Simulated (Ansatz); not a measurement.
CH$_{6}$AlNS, relaxed with RKS PBE-D4/def2-SVP in Ansatz from a rough embedded geometry. The force threshold is 0.03 eV/Å; the program also tests the step.

Charge 0, multiplicity 1. The bonds changed during the relaxation, so this is another structure than the one it started from.

Start:

```xyz
10

N    -1.068    0.297   -0.788
C     0.104    0.265   -0.023
Al    0.365   -1.583    0.654
S     1.585    0.732   -1.039
H    -1.247    1.314   -1.147
H    -1.936    0.150   -0.143
H     0.076    0.976    0.856
H     1.844   -1.889    1.336
H    -0.849   -2.299    1.460
H     1.125    2.036   -1.167
```

| step | energy (eV) | largest force (eV/Å) | largest move (Å) |
| --- | --- | --- | --- |
| 1 | -20036.3770 | 3.232 | 0.000 |
| 2 | -20036.8317 | 1.238 | 0.195 |
| 3 | -20036.9033 | 0.315 | 0.089 |
| 4 | -20036.9066 | 0.361 | 0.118 |
| 5 | -20036.9263 | 0.120 | 0.037 |
| 6 | -20036.9391 | 0.297 | 0.190 |
| 7 | -20036.9625 | 0.329 | 0.195 |
| 8 | -20036.9971 | 0.550 | 0.167 |
| 9 | -20037.1051 | 1.054 | 0.195 |
| 10 | -20037.2650 | 1.226 | 0.195 |
| 11 | -20037.4207 | 1.104 | 0.194 |
| 12 | -20037.5299 | 0.495 | 0.200 |
| 13 | -20037.5787 | 0.365 | 0.192 |
| 14 | -20037.6162 | 0.383 | 0.195 |
| 15 | -20037.6321 | 0.314 | 0.200 |
| 16 | -20037.6622 | 0.320 | 0.126 |
| 17 (rejected) | -20037.6579 | 0.409 | 0.200 |
| 18 | -20037.6752 | 0.069 | 0.095 |
| 19 | -20037.6769 | 0.090 | 0.050 |
| 20 | -20037.6778 | 0.048 | 0.026 |
| 21 | -20037.6780 | 0.034 | 0.010 |
| 22 | -20037.6781 | 0.012 | 0.006 |

End:

```xyz
10

N    -0.824   -0.114   -0.499
C     0.286    0.554    0.315
Al    0.142   -1.381    0.770
S     1.613    1.277   -0.622
H    -0.553   -0.180   -1.491
H    -1.747    0.336   -0.435
H    -0.168    1.238    1.056
H     0.987   -2.432   -0.086
H    -0.750   -1.733    2.049
H     1.013    2.436   -1.056
```

Hardware: 4 threads of a server CPU on a shared host. Wall time 24 s, peak host memory 0.16 GiB.
